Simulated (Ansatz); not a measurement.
SbH2I⁺, relaxed as a doublet with UKS r2SCAN-D4/def2-TZVP in Ansatz, starting from the r2SCAN-D4/def2-TZVP geometry of the neutral singlet. Force threshold 0.02 eV/Å.

In the def2 sets I, Sb take a core potential; there is no spin–orbit coupling. The relaxation made no stability test and no search for a lower SCF solution.

Start:

```
atom   x (Å)   y (Å)   z (Å)
 Sb1  -0.482  -0.660   0.294
  H2   1.183  -0.987   0.062
  H3  -0.078   0.548   1.439
  I4  -0.624   1.099  -1.795
```

**Question.** Estimate the energy that the relaxation releases and the steps that it takes.

**Answer.** 2.9 kcal/mol, in 6 steps; 8.5 s on 4 threads of Arm Neoverse V2 on a shared host. No frequencies were taken in this run, so the end may be a saddle point.

**Question.** Does the start keep its bonding and symmetry?

**Answer.** By distances, no bond broke or formed. The bond that changes most is Sb1–I4, from 2.74 to 2.63 Å (atoms count from 1). Point group Cs at the start, Cs at the end, both within 0.05 Å.

**Question.** Predict the relaxed structure.

**Answer.** 
Cartesian coordinates in Å:
```
Sb -0.3477 -0.5097 0.2497
H 1.2111 -1.1363 0.0231
H -0.1871 0.5658 1.5503
I -0.6764 1.0802 -1.8231
```
Bond lengths: 1 × I–Sb 2.63 Å; 2 × H–Sb 1.70 Å.
